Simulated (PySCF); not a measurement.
C3H9NO3Si.
Atom-mapped SMILES: `[CH3:1][O:2][SiH:3]([NH:4][CH:5]=[O:6])[O:7][CH3:8]` (hydrogens: H9, H10, H11 on C1; H12 on Si3; H13 on N4; H14 on C5; H15, H16, H17 on C8)

The same species was optimised twice, with GFN2-xTB and with PBE0-D3(BJ)/def2-SVP (PySCF), and the same property calculations (PySCF, gas phase) were run on both structures.

```json
{"coordinate": "O2–Si3 (Å)", "GFN2-xTB": "1.614", "PBE0-D3(BJ)/def2-SVP": "1.649", "change": "+0.035"}
{"coordinate": "Si3–O7 (Å)", "GFN2-xTB": "1.609", "PBE0-D3(BJ)/def2-SVP": "1.643", "change": "+0.034"}
{"coordinate": "N4–C5 (Å)", "GFN2-xTB": "1.337", "PBE0-D3(BJ)/def2-SVP": "1.356", "change": "+0.019"}
{"coordinate": "Si3–N4 (Å)", "GFN2-xTB": "1.755", "PBE0-D3(BJ)/def2-SVP": "1.762", "change": "+0.007"}
{"coordinate": "C1–O2 (Å)", "GFN2-xTB": "1.398", "PBE0-D3(BJ)/def2-SVP": "1.403", "change": "+0.005"}
{"coordinate": "C5=O6 (Å)", "GFN2-xTB": "1.208", "PBE0-D3(BJ)/def2-SVP": "1.213", "change": "+0.005"}
{"coordinate": "O7–C8 (Å)", "GFN2-xTB": "1.408", "PBE0-D3(BJ)/def2-SVP": "1.406", "change": "-0.002"}
{"coordinate": "Si3–O7–C8 (°)", "GFN2-xTB": "131.9", "PBE0-D3(BJ)/def2-SVP": "127.6", "change": "-4.3"}
{"coordinate": "O2–Si3–N4 (°)", "GFN2-xTB": "98.4", "PBE0-D3(BJ)/def2-SVP": "100.3", "change": "+1.9"}
{"coordinate": "C1–O2–Si3 (°)", "GFN2-xTB": "126.1", "PBE0-D3(BJ)/def2-SVP": "124.6", "change": "-1.5"}
{"coordinate": "O2–Si3–O7 (°)", "GFN2-xTB": "107.2", "PBE0-D3(BJ)/def2-SVP": "108.0", "change": "+0.8"}
{"coordinate": "N4–C5–O6 (°)", "GFN2-xTB": "123.7", "PBE0-D3(BJ)/def2-SVP": "123.0", "change": "-0.7"}
{"coordinate": "N4–Si3–O7 (°)", "GFN2-xTB": "114.7", "PBE0-D3(BJ)/def2-SVP": "114.1", "change": "-0.6"}
{"coordinate": "Si3–N4–C5 (°)", "GFN2-xTB": "120.2", "PBE0-D3(BJ)/def2-SVP": "120.0", "change": "-0.2"}
{"coordinate": "C1–O2–Si3–N4 (°)", "GFN2-xTB": "-175", "PBE0-D3(BJ)/def2-SVP": "-170", "change": "+5"}
{"coordinate": "O2–Si3–N4–C5 (°)", "GFN2-xTB": "175", "PBE0-D3(BJ)/def2-SVP": "179", "change": "+4"}
{"coordinate": "Si3–N4–C5–O6 (°)", "GFN2-xTB": "-2", "PBE0-D3(BJ)/def2-SVP": "-2", "change": "0"}
{"coordinate": "O2–Si3–O7–C8 (°)", "GFN2-xTB": "-178", "PBE0-D3(BJ)/def2-SVP": "161", "change": "-21"}
```

Rotational constants: A = 2624, B = 1273, C = 909.1 MHz (GFN2-xTB) against A = 2531, B = 1258, C = 889.0 MHz (PBE0-D3(BJ)/def2-SVP). Point groups within 0.08 Å: C1 and C1. Atoms that the bonding makes alike are paired by their places after alignment.

On the GFN2-xTB structure: lowest singlet, TDDFT (eV) 5.73 [wB97X-D/def2-SVPD]; lowest triplet, Tamm–Dancoff (eV) 5.28 [wB97X-D/def2-SVPD]; isotropic polarisability (au) 77.3 [wB97X-D/def2-SVPD]; HOMO (eV) -9.72 [wB97X-D/def2-SVPD]; LUMO (eV) 1.94 [wB97X-D/def2-SVPD]; dipole (D) 2.35 [wB97X-D/def2-SVPD]; HOMO (eV) -7.67 [PBE0/pcSseg-1]; LUMO (eV) 0.37 [PBE0/pcSseg-1]; dipole (D) 2.23 [PBE0/pcSseg-1]; GIAO shielding of C1/C8 (mean) (ppm) 133.7 [PBE0/pcSseg-1]; GIAO shielding of O2/O7 (mean) (ppm) 308.2 [PBE0/pcSseg-1]; GIAO shielding of Si3 (ppm) 401.3 [PBE0/pcSseg-1]; GIAO shielding of N4 (ppm) 117.9 [PBE0/pcSseg-1]; GIAO shielding of C5 (ppm) 18.0 [PBE0/pcSseg-1]; GIAO shielding of O6 (ppm) -89.7 [PBE0/pcSseg-1].

Task: What do these properties become on the PBE0-D3(BJ)/def2-SVP structure?

Result: 
```json
{"property": "lowest singlet, TDDFT (eV)", "level": "wB97X-D/def2-SVPD", "on GFN2-xTB": "5.73", "on PBE0-D3(BJ)/def2-SVP": "5.61", "change": "-0.12"}
{"property": "lowest triplet, Tamm–Dancoff (eV)", "level": "wB97X-D/def2-SVPD", "on GFN2-xTB": "5.28", "on PBE0-D3(BJ)/def2-SVP": "5.16", "change": "-0.12"}
{"property": "isotropic polarisability (au)", "level": "wB97X-D/def2-SVPD", "on GFN2-xTB": "77.3", "on PBE0-D3(BJ)/def2-SVP": "79.0", "change": "+1.7"}
{"property": "HOMO (eV)", "level": "wB97X-D/def2-SVPD", "on GFN2-xTB": "-9.72", "on PBE0-D3(BJ)/def2-SVP": "-9.80", "change": "-0.08"}
{"property": "LUMO (eV)", "level": "wB97X-D/def2-SVPD", "on GFN2-xTB": "1.94", "on PBE0-D3(BJ)/def2-SVP": "1.78", "change": "-0.16"}
{"property": "dipole (D)", "level": "wB97X-D/def2-SVPD", "on GFN2-xTB": "2.35", "on PBE0-D3(BJ)/def2-SVP": "2.23", "change": "-0.12"}
{"property": "energy, GFN2-xTB geometry as zero (kcal/mol)", "level": "wB97X-D/def2-SVPD", "on GFN2-xTB": "0.0", "on PBE0-D3(BJ)/def2-SVP": "-2.9", "change": "-2.9"}
{"property": "HOMO (eV)", "level": "PBE0/pcSseg-1", "on GFN2-xTB": "-7.67", "on PBE0-D3(BJ)/def2-SVP": "-7.74", "change": "-0.07"}
{"property": "LUMO (eV)", "level": "PBE0/pcSseg-1", "on GFN2-xTB": "0.37", "on PBE0-D3(BJ)/def2-SVP": "0.19", "change": "-0.18"}
{"property": "dipole (D)", "level": "PBE0/pcSseg-1", "on GFN2-xTB": "2.23", "on PBE0-D3(BJ)/def2-SVP": "2.10", "change": "-0.13"}
{"property": "energy, GFN2-xTB geometry as zero (kcal/mol)", "level": "PBE0/pcSseg-1", "on GFN2-xTB": "0.0", "on PBE0-D3(BJ)/def2-SVP": "-1.9", "change": "-1.9"}
{"property": "GIAO shielding of C1/C8 (mean) (ppm)", "level": "PBE0/pcSseg-1", "on GFN2-xTB": "133.7", "on PBE0-D3(BJ)/def2-SVP": "131.9", "change": "-1.8"}
{"property": "GIAO shielding of O2/O7 (mean) (ppm)", "level": "PBE0/pcSseg-1", "on GFN2-xTB": "308.2", "on PBE0-D3(BJ)/def2-SVP": "303.3", "change": "-4.9"}
{"property": "GIAO shielding of Si3 (ppm)", "level": "PBE0/pcSseg-1", "on GFN2-xTB": "401.3", "on PBE0-D3(BJ)/def2-SVP": "393.7", "change": "-7.6"}
{"property": "GIAO shielding of N4 (ppm)", "level": "PBE0/pcSseg-1", "on GFN2-xTB": "117.9", "on PBE0-D3(BJ)/def2-SVP": "118.5", "change": "+0.6"}
{"property": "GIAO shielding of C5 (ppm)", "level": "PBE0/pcSseg-1", "on GFN2-xTB": "18.0", "on PBE0-D3(BJ)/def2-SVP": "15.9", "change": "-2.1"}
{"property": "GIAO shielding of O6 (ppm)", "level": "PBE0/pcSseg-1", "on GFN2-xTB": "-89.7", "on PBE0-D3(BJ)/def2-SVP": "-110.4", "change": "-20.7"}
```

The heavy atoms differ by 0.094 Å rms after alignment (one structure mirrored). Among the bonds compared O2–Si3 and Si3–O7 change most and about equally (+0.034 to +0.035 Å). Changes are differences of the printed values. Neither structure is proved a minimum here.

The values belong to the conformer `[CH3:1][O:2][SiH:3]([NH:4][CH:5]=[O:6])[O:7][CH3:8]`: C1–O2–Si3–N4 -170°, O2–Si3–N4–C5 179°, Si3–N4–C5–O6 -2°, O2–Si3–O7–C8 161°.

The pairwise dispersion term of wB97X-D wasn't added to the energies; at a given geometry it leaves orbitals and properties as they are.
